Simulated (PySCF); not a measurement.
C3H7ClGeSi.
Numbering: `[SiH3:1][C:2]#[C:3][GeH2:4][CH2:5][Cl:6]` (hydrogens: H7, H8, H9 on Si1; H10, H11 on Ge4; H12, H13 on C5)

Structure used (PBE0-D3(BJ)/def2-SVP), in Å, numbered top down from 1:
```xyz
13
C3H7ClGeSi angstrom
Si     1.8852   -0.8121    0.3448
C      0.1466   -0.4307   -0.1014
C     -1.0127   -0.1756   -0.4011
Ge    -2.8248    0.2111   -0.8503
C     -3.9773   -0.7822    0.3883
Cl    -5.6891   -0.4394    0.0127
H      2.1124   -2.2830    0.2446
H      2.8047   -0.1009   -0.5896
H      2.1505   -0.3631    1.7423
H     -3.0974   -0.2458   -2.2886
H     -3.0725    1.7162   -0.6928
H     -3.7838   -0.4854    1.4280
H     -3.8117   -1.8642    0.2968
```

Method used: core-valence-separated Tamm–Dancoff BHandHLYP/aug-pcX-1 (pcseg-1 on H, def2-SVPD on Si, def2-SVPD on Cl, def2-SVPD on Ge) in PySCF, non-relativistic, gas phase, PBE0-D3(BJ)/def2-SVP geometry.

Computed carbon K-edge spectrum, Gaussian lines of 0.8 eV full width, highest printed point 100; it ends one width below the last computed root. No empirical shift is added; at this level the pattern usually sits a few eV under experiment.

| photon energy (eV) | absorption |
| --- | --- |
| 281.5 | 0 |
| 281.6 | 1 |
| 281.7 | 3 |
| 281.8 | 6 |
| 281.9 | 11 |
| 282.0 | 18 |
| 282.1 | 30 |
| 282.2 | 45 |
| 282.3 | 62 |
| 282.4 | 79 |
| 282.5 | 92 |
| 282.6 | 100 |
| 282.7 | 100 |
| 282.8 | 92 |
| 282.9 | 78 |
| 283.0 | 62 |
| 283.1 | 44 |
| 283.2 | 30 |
| 283.3 | 18 |
| 283.4 | 10 |
| 283.5 | 5 |
| 283.6 | 3 |
| 283.7 | 1 |
| 283.8 | 1 |
| 283.9 | 1 |
| 284.0 | 3 |
| 284.1 | 5 |
| 284.2 | 8 |
| 284.3 | 13 |
| 284.4 | 18 |
| 284.5 | 24 |
| 284.6 | 29 |
| 284.7 | 32 |
| 284.8 | 32 |
| 284.9 | 30 |
| 285.0 | 25 |
| 285.1 | 20 |
| 285.2 | 14 |
| 285.3 | 10 |
| 285.4 | 7 |
| 285.5 | 5 |
| 285.6 | 6 |
| 285.7 | 7 |
| 285.8 | 10 |
| 285.9 | 13 |
| 286.0 | 17 |
| 286.1 | 21 |
| 286.2 | 25 |
| 286.3 | 28 |
| 286.4 | 31 |
| 286.5 | 33 |

Q: Assign the maxima to core holes.

A: 2 maxima:
- 282.6 eV: C3 (alkyne carbon), 282.74 eV, f = 0.087, sum of 2, 1s→π*, 43 % of the height at the exact maximum; C2 (alkyne carbon), 282.63 eV, f = 0.060, 30 % of the height at the exact maximum; C2 (alkyne carbon), 282.52 eV, f = 0.055, 1s→π*, 26 % of the height at the exact maximum
- 284.8 eV: C5 (sp3 C–Cl carbon), 284.76 eV, f = 0.062, 100 % of the height at the exact maximum

Further lines of some strength in the range: C3, 286.14 eV, f = 0.011; C3, 286.29 eV, f = 0.015.

Roots within 0.03 eV on the same or equivalent atoms count as one line; shares under 12 % aren't listed.

Vibrational structure and lifetime widths aren't in the curve. The ionisation threshold wasn't computed; near and above it a finite basis only mimics Rydberg series and continuum. The BHandHLYP/aug-pcX-1 (pcseg-1 on H, def2-SVPD on Si, def2-SVPD on Cl, def2-SVPD on Ge) calculation is non-relativistic and has no spin–orbit coupling, an omission that weighs most on germanium.

One conformer stands for the species.
